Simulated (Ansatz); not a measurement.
One change: `[CH3][SbH][SH]` becomes `[CH3][Sb]([SiH3])[SH]`.

Ansatz, PBE0-D4/def2-TZVP geometries, multiplicity 1. Each molecule was computed in one conformer, which needn't be the lowest.

Elements past krypton have def2 core potentials.

```json
{"property": "HOMO energy (B3LYP/def2-TZVPP) / eV", "`[CH3][SbH][SH]`": "-6.88"}
{"property": "size of the dipole moment (PBE/def2-TZVPP) / D", "`[CH3][SbH][SH]`": "1.90"}
{"property": "HOMO–LUMO gap (PBE/def2-TZVPP) / eV", "`[CH3][SbH][SH]`": "4.24"}
{"property": "LUMO energy (PBE/def2-TZVPP) / eV", "`[CH3][SbH][SH]`": "-1.68"}
{"property": "LUMO energy (PBE0/def2-TZVPP) / eV", "`[CH3][SbH][SH]`": "-0.90"}
{"property": "size of the dipole moment (B3LYP/def2-TZVPP) / D", "`[CH3][SbH][SH]`": "1.93"}
```

Task: Give the same properties after the change, and the shifts. (An estimate is asked.)

Result: Ansatz gave: 
| property | `[CH3][Sb]([SiH3])[SH]` | shift |
| --- | --- | --- |
| HOMO energy (B3LYP/def2-TZVPP) / eV | -6.73 | 0.15 |
| size of the dipole moment (PBE/def2-TZVPP) / D | 1.81 | -0.09 |
| HOMO–LUMO gap (PBE/def2-TZVPP) / eV | 3.97 | -0.27 |
| LUMO energy (PBE/def2-TZVPP) / eV | -1.88 | -0.20 |
| LUMO energy (PBE0/def2-TZVPP) / eV | -1.10 | -0.20 |
| size of the dipole moment (B3LYP/def2-TZVPP) / D | 1.87 | -0.06 |

With PBE0 the HOMO rises by 0.19 eV and the LUMO falls by 0.20 eV, so the gap narrows by about 0.39 eV. PBE moves the HOMO by 0.07 eV and ωB97M-V by 0.33 eV. Dipoles are sizes alone; their direction can turn.

B3LYP here is the variant with VWN-RPA as its local correlation; programs differ in this.

Spin–orbit coupling is left out; it splits and shifts lone-pair levels of the heavy atoms by tenths of an eV.
